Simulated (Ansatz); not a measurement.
One geometry of In2As, several levels of theory.

```yaml
crystal:
  periodic: [false, false, false]
  atoms:
    - {symbol: In, position_ang: [1.302623, -0.593240, 1.786314]}
    - {symbol: In, position_ang: [-0.856489, -0.252615, -2.107699]}
    - {symbol: As, position_ang: [-0.446134, 0.845845, 0.321385]}
basis:
  gaussian: {orbitals: def2-TZVP, initial_orbitals: start.molden}
magnetization: {spin_polarized: true, initial_magnetization: 1}
hamiltonian: {xc: {text: "exchange = 0.50*pbe_x + 0.50*exact_x\ncorrelation = pbe_c"}}
scf: {omitted_lower_state_checks: [starts]}
output: {orbitals: {seedname: orbitals}}
```

The file start.molden holds the orbitals of an earlier run on this structure, at another level or in another basis.

```sh
$ ansatz run in.yaml --threads 2 --pin off --events-out ev --progress --plain --max-ram 4352MiB
```

Shortened log:

```
Functional definition: unnamed
1306 factors; integrals over basis functions are off by at most 1.0e-3 eV
mean field evaluation 1: about -71184.3856 eV, gradient 6.7e0 eV
mean field evaluation 2: about -71184.4894 eV, gradient 1.6e-1 eV
mean field evaluation 4: about -71184.5052 eV, gradient 2.1e-3 eV
mean field evaluation 8: about -71184.5052 eV, gradient 3.4e-5 eV
mean field -71184.50524484 eV, -2615.9823171571 hartree, gradient 3.0e-6 eV, S^2 0.756751; 0 other end points of the search recorded, 0 dependent functions left out
reference -71184.50526805 eV, -2615.9823180101 hartree; 38, 37 occupied and 110, 111 virtual orbitals, 1306 factors
Total energy: -71184.50526805 eV, -2615.9823180101 hartree
Checks for a lower state left out: starts
```

Run time 9 s (2 threads of Arm Neoverse V2 on a shared host).

The first input with `gaussian: {orbitals: STO-3G}`, `hamiltonian: {xc: hf}` (abridged; 4.8 s):

```
Functional definition: HF
mean field evaluation 16: about -369393.5665 eV, gradient 1.0e0 eV
mean field -369394.33578139 eV, -13574.9914554926 hartree, gradient 6.9e-6 eV, S^2 0.928368
Total energy: -369394.33578139 eV, -13574.9914554926 hartree
Checks for a lower state left out: starts
```

The first input with `gaussian: {orbitals: def2-SVP, initial_orbitals: start.molden}`, `hamiltonian: {xc: pbe0, dispersion: d4}` (abridged; 4 s):

```
Functional definition: PBE0
mean field -71175.05979774 eV, -2615.6352033788 hartree, gradient 5.5e-6 eV, S^2 0.755355
Total energy: -71175.19354191 eV, -2615.6401183861 hartree
Checks for a lower state left out: starts
```

The first input with `hamiltonian: {xc: {text: "exchange = 0.90*pbe_x + 0.10*exact_x\ncorrelation = pbe_c"}}` (abridged; 13 s):

```
Functional definition: unnamed
mean field -71181.97875080 eV, -2615.8894702139 hartree, gradient 5.8e-6 eV, S^2 0.754949
Total energy: -71181.97879238 eV, -2615.8894717420 hartree
Checks for a lower state left out: starts
```

As the first input, with `hamiltonian: {xc: pbe, dispersion: d4}`, `output: {forces: true, orbitals: {seedname: orbitals}}` (abridged; 9 s):

```
Functional definition: PBE
mean field -71181.43567443 eV, -2615.8695125251 hartree, gradient 6.3e-6 eV, S^2 0.754566
Total energy: -71181.58943232 eV, -2615.8751630234 hartree
Atom 0 force    -0.001206     0.004239     0.003704 eV/Å
Atom 1 force    -0.003405     0.004722    -0.000065 eV/Å
Atom 2 force     0.004611    -0.008961    -0.003639 eV/Å
Dipole moment:     0.145921    -0.276705    -0.105186 e Å
Checks for a lower state left out: starts
```

The first input with `hamiltonian: {xc: {text: "exchange = 0.95*pbe_x + 0.05*exact_x\ncorrelation = pbe_c"}}` (abridged; 13 s):

```
Functional definition: unnamed
mean field -71181.70263751 eV, -2615.8793232377 hartree, gradient 5.0e-6 eV, S^2 0.754755
Total energy: -71181.70268130 eV, -2615.8793248467 hartree
Checks for a lower state left out: starts
```

As the first input, with `correlation: {method: mp2}` and without the key `hamiltonian` (abridged; 6.5 s):

```
Functional definition: HF
mean field -71094.79842705 eV, -2612.6856524089 hartree, gradient 5.6e-6 eV, S^2 0.764835
17 core orbitals not correlated: weight in the atoms' cores, before any rotation towards them, 1.000 or more for the frozen orbitals, at most 0.000 for the correlated occupied ones
second order -20.90255817 eV of doubles, -0.00000000 eV of singles
Total energy: -71115.70098521 eV, -2613.4538072532 hartree
Checks for a lower state left out: starts
```

Geometry: PBE-D4/def2-TZVP.

In the def2 sets In takes a core potential, while STO-3G treats all electrons; there is no spin–orbit coupling. Correlated methods freeze 17 core orbitals; core or outer-core shells of In, As are correlated, in sets that lack core-valence functions. At HF/STO-3G the charge 0 doublet is spin-contaminated (final ⟨S²⟩ up to 0.93, 0.75 for a pure state). The structure comes from a short search, and lower isomers may exist.
